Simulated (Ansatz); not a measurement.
Two isomers of C2H7NSi: A = `CC(=N)[SiH3]`, B = `CN1C[SiH2]1`.

Isolated molecules relaxed with PBE0-D4/def2-TZVP in Ansatz; ΔE leaves out vibrations. CBS: MP2 limit from def2 TZ/QZ plus the TZ coupled-cluster correction, frozen cores. Functionals use def2-TZVPP. B3LYP here is the variant with VWN-RPA as its local correlation; programs differ in this. Each species was taken in one conformer, which may not be the lowest.

Q: Which isomer does CCSD(T)/CBS put lower? Give the gap. (An estimate is asked.)

A: The calculation gave: A, by 56.9 kJ/mol.

Q: Give E(B) − E(A) in kJ/mol with ωB97M-V, CCSD/def2-TZVPP, CCSD(T)/def2-SVP, B3LYP-D4, LDA (SPW92), MP2/def2-TZVPP, r2SCAN-D4. (An estimate is asked.)

A: The calculation gave: ωB97M-V 52.0, CCSD/def2-TZVPP 59.9, CCSD(T)/def2-SVP 71.5, B3LYP-D4 60.8, LDA (SPW92) 28.9, MP2/def2-TZVPP 48.1, r2SCAN-D4 49.7. None reverses the order clearly.

Q: Does the order hold for the free energy at 298.15 K (harmonic terms from PBE0-D4)? (Estimate.)

A: The calculation gave: Yes: G(B) − G(A) = +67.8 kJ/mol, for one conformer each.

Largest T1 diagnostic: 0.012.

From PBE to PBE0 (25 % exact exchange), in def2-TZVPP and without D4, E(B) − E(A) moves by −4.5 kJ/mol. At CCSD(T), def2-SVP lies +14.7 kJ/mol from the extrapolated value and def2-TZVPP +3.5 kJ/mol.
